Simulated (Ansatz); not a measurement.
Total energies of `C[Si](C)(C)[Si](C)(C)[Si](C)(C)[Si](C)(C)[Si](C)(C)C` from Ansatz at PBE0-D4/def2-TZVP, gas phase (1 Eh = 27.2114 eV = 2625.5 kJ/mol). The reference geometry is relaxed at PBE-D4/def2-SVP.

```tsv
state	geometry	energy (Eh)
charge 0 singlet	reference	-1925.64510
charge 1 doublet	reference	-1925.37153
charge -1 doublet	reference	-1925.60771
free C atom (triplet)	–	-37.80537
free Si atom (triplet)	–	-289.24943
free H atom (doublet)	–	-0.50104
```

Single mean-field runs in def2-TZVP are fitted with def2-universal-jkfit.

**Question.** Work out the vertical ionisation energy to the doublet.

**Answer.** E(charge 1 doublet) − E(charge 0 singlet) = -1925.37153 − (-1925.64510) = 0.27357 Eh = 7.44 eV. For comparison, −ε of the highest occupied level is 6.18 eV at this level, 1.26 eV less.

**Question.** Work out the vertical electron affinity, to the doublet.

**Answer.** E(charge 0 singlet) − E(charge -1 doublet) = -1925.64510 − (-1925.60771) = -0.03739 Eh = -1.02 eV; negative, so the extra electron isn't bound. The basis lacks diffuse functions, which makes affinities too small.

**Question.** Give the fundamental gap IE − EA, the Mulliken electronegativity (IE + EA)/2 and the hardness (IE − EA)/2.

**Answer.** From the values in Eh: IE − EA = 0.27357 − (-0.03739) = 0.31096 Eh = 8.46 eV; (IE + EA)/2 = 3.21 eV; (IE − EA)/2 = 4.23 eV. The HOMO–LUMO gap of the same run is 6.17 eV, 2.29 eV smaller than the fundamental gap.

**Question.** What is the binding energy per atom against free atoms?

**Answer.** Atoms: 12 × (-37.80537) + 5 × (-289.24943) + 36 × (-0.50104) = -1917.94903 Eh. Binding: -1917.94903 − (-1925.64510) = 7.69607 Eh = 209.42 eV, or 3.95 eV for each of 53 atoms (no zero-point energy, no counterpoise term).

At PBE0-D4/def2-TZVP the highest occupied level of the charge -1 doublet lies above zero (up to 2.17 eV). By energy differences it is unbound by 1.02 eV (vertical, against the charge 0 singlet, at PBE0-D4/def2-TZVP) and held by the finite basis.
